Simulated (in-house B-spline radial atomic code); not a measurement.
S⁺. Computed with a B-spline radial atomic code. Model: non-relativistic spherical atom: semilocal Troullier-Martins pseudo-atom, one channel per l, against all electrons, high spin, G0W0 and RPA with empty states to l = 8, local potential for every l without a channel, a model core (radius 0 = none) keeps its share of the functional.

What the tables leave out is listed at the end.

The pseudopotential gives back the lowest level of each angular momentum of its own functional in the configuration it was made in; a second state of the same l is only approximately right. Exact exchange, RPA and GW see the smooth pseudo-orbitals and miss the exchange with the core, for which the functional's share stands in. The column with an uncorrelated core keeps all orbitals and exact exchange, and so separates missing core correlation from pseudisation. Only the three outermost levels and the lowest empty one were computed. RPA here is direct RPA, with no exchange kernel, and its energies carry an (l + 1/2)⁻⁴ tail. A hybrid on a potential with a model core restores only its own semilocal share of the core's exchange.

Command:
```bash
python run_psgw.py task.json out
```
Settings (lengths in bohr, energies in hartree):
```
Z                      16
electrons              15
configuration          [Ne] 3s2 3p3
generated_in           [Ne] 3s2 3p4
functional             lda,vwn
core_shells            3
radius_factor          1.15
core_correction        False
```

Cost of the run: 13 s on 1 thread of Intel(R) Xeon(R) Platinum 8488C (Sapphire Rapids), with other jobs on the host.

Given: made with LDA VWN5; model core radius 0 bohr; local radius 1.664 bohr; mean-field start LDA VWN5.

Valence shells of the generating configuration: 3s, 3p.

Channel: s 1.632, p 1.844 (radii in bohr).

Computed: largest level miss in the spin-unpolarised generating configuration 0 eV; valence RPA correlation energy all-electron orbitals -0.22208 hartree; valence RPA correlation energy pseudo -0.21927 hartree; all-electron RPA polarisability, core included 9.549 bohr³.

```tsv
level	occupied	mean-field all-electron (eV)	mean-field pseudo minus all (eV)	G0W0 all-electron (eV)	G0W0 uncorrelated core minus all (eV)	G0W0 pseudo minus all (eV)	exchange self-energy all-electron (eV)	exchange self-energy pseudo (eV)
3p up	1	-17.893	-0.055	-23.171	0.121	-0.265	-21.17	-19.054
3s down	1	-25.517	0.313	-30.638	0.221	0.171	-18.048	-14.66
3p down (empty)	0	-15.065	0.227	-10.919	0.123	-0.102	-5.1219	-3.0451
```

(1) What is the pseudo-atom RPA polarisability?

Given: mean-field start PBE0.

Computed: valence RPA correlation energy all-electron orbitals -0.2014 hartree; all-electron RPA polarisability, core included 8.4487 bohr³; pseudo-atom RPA polarisability 8.2108 bohr³.

```tsv
level	occupied	mean-field all-electron (eV)	mean-field pseudo minus all (eV)	G0W0 all-electron (eV)	G0W0 uncorrelated core minus all (eV)	G0W0 pseudo minus all (eV)	exchange self-energy all-electron (eV)	exchange self-energy pseudo (eV)
3p up	1	-19.491	-0.121	-23.392	0.117	-0.186	-21.088	-19.185
3s down	1	-26.604	0.114	-30.664	0.226	0.24	-17.964	-14.791
3p down (empty)	0	-13.32	-0.048	-10.602	0.118	-0.005	-4.8764	-3.0228
```

(2) What is the valence RPA correlation energy pseudo?

Given: mean-field start Hartree-Fock.

Computed: valence RPA correlation energy all-electron orbitals -0.15965 hartree; all-electron RPA polarisability, core included 6.6225 bohr³; pseudo-atom RPA polarisability 6.383 bohr³.

```tsv
level	occupied	mean-field all-electron (eV)	mean-field pseudo minus all (eV)	G0W0 all-electron (eV)	G0W0 uncorrelated core minus all (eV)	G0W0 pseudo minus all (eV)	exchange self-energy all-electron (eV)	exchange self-energy pseudo (eV)
3p up	1	-23.468	-0.259	-23.789	0.111	-0.128	-20.88	-19.217
3s down	1	-29.051	0.222	-30.671	0.224	0.365	-17.471	-14.645
3s up	?	?	?	?	?	?	?	?
3p down (empty)	0	-8.3481	-0.062	-10.146	0.088	0.047	-3.8857	-2.6185
```

(3) What belongs in the row 3s up?

(4) What is the valence RPA correlation energy pseudo?

## Answers

(1) 9.4008 bohr³.

(2) -0.20117 hartree.

(3) occupied: 1; mean-field all-electron (eV): -38.434; mean-field pseudo minus all (eV): -0.181; G0W0 all-electron (eV): -35.748; G0W0 uncorrelated core minus all (eV): 0.104; G0W0 pseudo minus all (eV): -0.065; exchange self-energy all-electron (eV): -27.084; exchange self-energy pseudo (eV): -24.626.

(4) -0.16149 hartree.

Among the listed levels the largest G0W0 shift of the pseudo-atom is +0.36 eV, for 3s down on the Hartree-Fock start, while leaving the core uncorrelated moves that level by +0.22 eV. The rest, +0.14 eV, comes from pseudisation and the lost core exchange. Not in the tables (levels of low weight, unsolved or above zero; the highest and the empty levels are kept at any weight): on LDA the G0W0 levels 3s up (pseudo minus all +2.51 eV, weights 0.12 and 0.26); on PBE0 the G0W0 levels 3s up (pseudo minus all +0.08 eV, weights 0.37 and 0.39).
